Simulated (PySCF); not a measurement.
**Frontier orbitals and the lowest excitations**

Compound: AlEt2Br, C4H10AlBr.
Z-matrix (Å and degrees, PBE0-D3(BJ)/def2-SVP geometry), rows numbered from 1:
```
Al
C   1  1.9578
C   2  1.5285  1  116.96
H   2  1.1057  1  108.03  3  -126.18
H   2  1.1081  1  105.49  3   122.55
H   3  1.1023  2  112.08  1   175.87
H   3  1.1017  2  111.82  1   -63.81
H   3  1.1013  2  111.60  1    55.32
C   1  1.9573  2  127.07  3   155.70
C   9  1.5285  1  116.47  2   167.74
H   9  1.1063  1  107.95  2    42.25
H   9  1.1077  1  106.32  2   -68.95
H  10  1.1023  9  112.13  1   177.34
H  10  1.1014  9  111.76  1   -62.14
H  10  1.1012  9  111.67  1    56.74
Br  1  2.2775  2  117.03  3   -25.11
```

Level of theory: TDDFT CAM-B3LYP/def2-SVPD, vertical, gas phase, core orbitals frozen in the response (PySCF 2.14.0, density-fitted response routines). Relativistic effects, spin–orbit coupling among them, are left out although an element past zinc is present.

Frontier orbitals with the atoms that hold most of them (Löwdin shares over 4%, at most four atoms; ? is withheld):

```tsv
orbital	ε (eV)	atoms
LUMO+2	1.43	Br16 40%, Al1 19%, H4 6%, H11 6%
LUMO+1	0.20	Al1 56%, Br16 11%, C9 6%, C2 5%
LUMO	0.12	Al1 47%, Br16 18%, C2 10%, C9 9%
HOMO	?	?
HOMO-1	-9.67	?
HOMO-2	-9.75	Br16 87%, Al1 10%
HOMO-3	-9.79	Br16 30%, C2 16%, C9 15%, Al1 14%
```

Question: Give the leading atoms of the HOMO.

Answer: C9 (bonded to Al, C and 2 H) 21%; C2 (bonded to Al, C and 2 H) 21%; Br16 (bonded to Al) 15%; Al1 (bonded to Br and 2 C) 15%. By element: carbon 42% or more, bromine 15%, aluminium 15%.

Question: Which atoms hold the HOMO-1, and with what shares?

Answer: Br16 (bonded to Al) 74%; Al1 (bonded to Br and 2 C) 8%; C10 (bonded to C and 3 H) 4%.

Question: What is the HOMO energy, and the HOMO–LUMO gap?

Answer: ε(HOMO) = -8.72 eV; the gap is 8.84 eV (0.3248 hartree).

Question: The HOMO–LUMO gap is 8.84 eV. Where does the response calculation put the lowest singlet, and from which orbitals?

Answer: S1 is at 5.32 eV (f = 0.0001), 3.52 eV below the gap, made of HOMO→LUMO (85%), HOMO→LUMO+1 (13%). 

Question: One configuration dominates each of S1, S2, S3 and S5. Which, and how do the shares of the two leading atoms of either orbital change from the occupied to the empty one?

Answer: 
- S1 (5.32 eV, f 0.0001), HOMO→LUMO (85%): C9 21% → 9%, C2 21% → 10%, Al1 15% → 47%, Br16 15% → 18%
- S2 (6.18 eV, f 0.112), HOMO→LUMO+1 (81%): C9 21% → 6%, C2 21% → 5%, Al1 15% → 56%, Br16 15% → 11%
- S3 (6.44 eV, f 0.0001), HOMO-1→LUMO (82%): Br16 74% → 18%, Al1 8% → 47%
- S5 (6.82 eV, f 0.020), HOMO-2→LUMO (77%): Br16 87% → 18%, Al1 10% → 47%

On an Arm Neoverse N1 with one thread, no GPU, shared host with 64 logical CPUs at a one-minute load of 61, this took 2.4 min (with the writing of density and orbital grids) and 1.1 GiB of memory at its peak.

One conformer stands for the species.
